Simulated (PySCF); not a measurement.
Job file and geometry (Å, from GFN2-xTB) of an NMR shielding run on `FC[S@@+]1[BH2-]CC1`, C₃H₈BFS, GIAO PBE0/pcSseg-1 NMR shielding, non-relativistic, gas phase (PySCF 2.14.0, density-fitted response routines); density fitting, a coarse starting grid and PySCF grid level 2 are the driver's defaults:

```
$ OMP_NUM_THREADS=1 python probes_run.py task.json out

{"job": {"kind": "nmr", "xc": "PBE0", "basis": "pcSseg-1"}, "charge": 0, "multiplicity": 1}
F      2.579726     1.067288     0.292038
C      1.840692    -0.047504     0.536408
S      0.767606    -0.429121    -0.893011
B     -0.828031    -1.250237     0.159514
C     -1.360932     0.269969     0.392522
C     -0.481165     0.901266    -0.675889
H      1.232662     0.134954     1.423845
H      2.524421    -0.887225     0.677537
H     -0.355948    -1.845534     1.062195
H     -1.401676    -1.884447    -0.649856
H     -2.417655     0.451835     0.204163
H     -1.139337     0.686623     1.376159
H      0.020126     1.837817    -0.433922
H     -0.981167     0.993845    -1.638235
```

Task: What does the program print?

Result: 
```
coarse grid: 12016 points
cycle   1  E = -641.4016116236  dE =  6.215e-01  |g| = 5.667e-01  |ddm| = 3.232e+00
cycle   2  E = -641.3544839333  dE =  4.713e-02  |g| = 7.714e-01  |ddm| = 1.025e+00
cycle   3  E = -641.4737107721  dE = -1.192e-01  |g| = 6.299e-02  |ddm| = 5.848e-01
cycle   4  E = -641.4744025316  dE = -6.918e-04  |g| = 2.989e-02  |ddm| = 7.823e-02
cycle   5  E = -641.4746183438  dE = -2.158e-04  |g| = 6.003e-03  |ddm| = 2.987e-02
cycle   6  E = -641.4746269473  dE = -8.603e-06  |g| = 9.714e-04  |ddm| = 7.196e-03
final grid: 111160 points
cycle   7  E = -641.5196828914  dE = -4.406e-05  |g| = 1.017e-02  |ddm| = 3.090e-02
cycle   8  E = -641.5196626465  dE =  2.024e-05  |g| = 1.379e-02  |ddm| = 1.904e-02
cycle   9  E = -641.5197079756  dE = -4.533e-05  |g| = 7.762e-04  |ddm| = 1.154e-02
cycle  10  E = -641.5197081092  dE = -1.336e-07  |g| = 2.247e-04  |ddm| = 9.364e-04
cycle  11  E = -641.5197081188  dE = -9.515e-09  |g| = 7.047e-05  |ddm| = 2.199e-04
cycle  12  E = -641.5197081200  dE = -1.276e-09  |g| = 1.374e-05  |ddm| = 9.650e-05
cycle  13  E = -641.5197081201  dE = -4.684e-11  |g| = 3.979e-06  |ddm| = 2.009e-05
converged SCF energy = -641.5197081201

GIAO shielding tensors (ppm)
atom      isotropic    diamagn.    paramagn.     s11        s22        s33       span
  0 F      397.012     471.366     -74.355    326.654    399.552    464.829    138.175
  1 C       92.112     246.617    -154.504     46.471     84.159    145.707     99.235
  2 S      477.644    1056.933    -579.290    360.016    433.089    639.826    279.810
  3 B      108.298     188.183     -79.885     84.375     99.624    140.895     56.519
  4 C      180.279     250.014     -69.735    160.689    180.270    199.877     39.188
  5 C      148.290     252.849    -104.559    125.187    144.013    175.669     50.482
  6 H       25.629      29.539      -3.910     21.162     27.120     28.604      7.442
  7 H       26.012      28.422      -2.411     21.444     26.396     30.195      8.751
  8 H       28.624      29.229      -0.605     24.528     27.682     33.662      9.135
  9 H       27.900      29.395      -1.495     24.162     27.868     31.670      7.507
 10 H       30.482      30.052       0.430     26.006     27.692     37.748     11.742
 11 H       29.843      31.043      -1.199     25.990     28.962     34.578      8.589
 12 H       28.219      30.786      -2.567     23.309     26.929     34.418     11.109
 13 H       27.999      30.721      -2.722     23.684     26.791     33.523      9.839
```

Size and cost of the density-fitted run: 149 basis functions, 31 s wall time on 1 thread of an Arm Neoverse N1, shared host; peak memory 0.71 GiB.
